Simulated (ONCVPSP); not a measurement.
**Which change was made? (Ce, ONCV)**

ONCVPSP 4.0.1 input, shortened (lines: element, Z, core and valence counts, functional; n l f; lmax; l rc ep ncon nbas qcut; lloc lpopt rc5 dvloc0; l nproj debl; icmod fcfact rcfact), PBE, fully relativistic:

```
  Ce 58.00    9    4        4      upf
    1    0    2.00
    2    0    2.00
    2    1    6.00
    3    0    2.00
    3    1    6.00
    3    2   10.00
    4    0    2.00
    4    1    6.00
    4    2   10.00
    5    0    2.00
    5    1    6.00
    5    2    2.00
    6    0    2.00
    3
    0    2.75    0.00    4    9    5.10
    1    2.25    0.00    3    6    4.80
    2    2.25    0.00    3    6    4.20
    3    2.85    0.02    4    7    3.40
    2    5    2.25    0.00
    0    2    2.60
    1    3    3.20
    2    0    3.40
    3    2    3.90
    3    3.50    1.55
```

Open shells are filled in proportion to 2j + 1.

In the f channel the program set the typed energies aside and used -0.413, 3.487 Ha (j = l + 1/2; the other j can differ).

Cutoffs, loose and tight: the cutoffs (Ha) at which the residual kinetic energy of the hardest occupied pseudo-wave falls to 1 and 0.1 mHa per electron. They do not see the model core or the augmentation charge, which bear on the density cutoff. Test errors are all-electron minus pseudo excitation energies from the reference, over the configurations 4f1 5s2 5p6 5d1 6s2; 4f1 5s2 5p6 5d1 6s1; 4f1 5s2 5p6 5d1 6s0; 4f1 5s2 5p6 5d0 6s2; variants that change the core or the reference have their own tests. The largest error is taken over the tests solved by every variant that gives reliable tests at all, those not shown here included: 4f1 5s2 5p6 5d1 6s0; 4f1 5s2 5p6 5d1 6s1; 4f1 5s2 5p6 5d1 6s2.

The base gives: outcome: generated, projector energies reset by the program, misses its reference levels by 0.16 eV; cutoff, loose: 7.3 Ha; cutoff, tight: 10 Ha; bound ghosts: none; GHOST(+) flags above zero: f7/2, f5/2; largest test error (meV): +2324.

Task: After one change the result is: outcome: generated, projector energies reset by the program, misses its reference levels by 0.16 eV; cutoff, loose: 9.9 Ha; cutoff, tight: 26 Ha; bound ghosts: f7/2, f5/2; GHOST(+) flags above zero: f7/2, f5/2; largest test error (meV): +2095. Which change was it?
A. all radii but the core radius scaled by about 0.88 (s 2.42, p 1.98, d 1.98, f 2.52 bohr)
B. all radii but the core radius scaled by about 1.33 (s 3.66, p 3.00, d 3.00, f 3.80 bohr)
C. all radii but the core radius scaled by about 0.77 (s 2.12, p 1.74, d 1.74, f 2.20 bohr)
D. all radii but the core radius scaled by about 1.21 (s 3.32, p 2.72, d 2.72, f 3.44 bohr)

Result: A. The others give: all radii but the core radius scaled by about 1.21 (s 3.32, p 2.72, d 2.72, f 3.44 bohr) → outcome: generated, projector energies reset by the program, misses its reference levels by 0.15 eV; cutoff, loose: 6.5 Ha; cutoff, tight: 7.8 Ha; bound ghosts: none; GHOST(+) flags above zero: s; largest test error (meV): +2495 | all radii but the core radius scaled by about 0.77 (s 2.12, p 1.74, d 1.74, f 2.20 bohr) → outcome: generated, projector energies reset by the program, misses its reference levels by 0.16 eV; cutoff, loose: 18 Ha; cutoff, tight: 40 Ha; bound ghosts: none; GHOST(+) flags above zero: none; largest test error (meV): +1766 | all radii but the core radius scaled by about 1.33 (s 3.66, p 3.00, d 3.00, f 3.80 bohr) → outcome: generated, projector energies reset by the program, misses its reference levels by 0.15 eV; cutoff, loose: 6.3 Ha; cutoff, tight: 7.6 Ha; bound ghosts: f5/2; GHOST(+) flags above zero: f7/2, f5/2; largest test error (meV): +2544.
